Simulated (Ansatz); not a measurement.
`C[NH][Al]([CH3])[F]` and `C[NH][In]([CH3])[F]` differ in one element.

Ansatz, PBE0-D4/def2-TZVP geometries, multiplicity 1. Each molecule was computed in one conformer, which needn't be the lowest.

Elements past krypton have def2 core potentials.

```csv
property,`C[NH][Al]([CH3])[F]`
HOMO energy (ωB97M-V/def2-TZVPP) / eV,-9.19
size of the dipole moment (PBE/def2-TZVPP) / D,2.01
LUMO energy (PBE0/def2-TZVPP) / eV,0.06
size of the dipole moment (ωB97M-V/def2-TZVPP) / D,1.98
LUMO energy (ωB97M-V/def2-TZVPP) / eV,1.49
LUMO energy (PBE/def2-TZVPP) / eV,-0.74
```

Task: Give the same properties after the change, and the shifts. (An estimate is asked.)

Result: The calculation gave: 
```csv
property,`C[NH][In]([CH3])[F]`,shift
HOMO energy (ωB97M-V/def2-TZVPP) / eV,-8.86,0.33
size of the dipole moment (PBE/def2-TZVPP) / D,3.41,1.40
LUMO energy (PBE0/def2-TZVPP) / eV,-0.73,-0.79
size of the dipole moment (ωB97M-V/def2-TZVPP) / D,3.47,1.49
LUMO energy (ωB97M-V/def2-TZVPP) / eV,0.75,-0.74
LUMO energy (PBE/def2-TZVPP) / eV,-1.61,-0.87
```

With PBE0 the HOMO rises by 0.32 eV and the LUMO falls by 0.79 eV, so the gap narrows by about 1.11 eV. PBE moves the HOMO by 0.28 eV and ωB97M-V by 0.33 eV. Dipoles are sizes alone; their direction can turn.
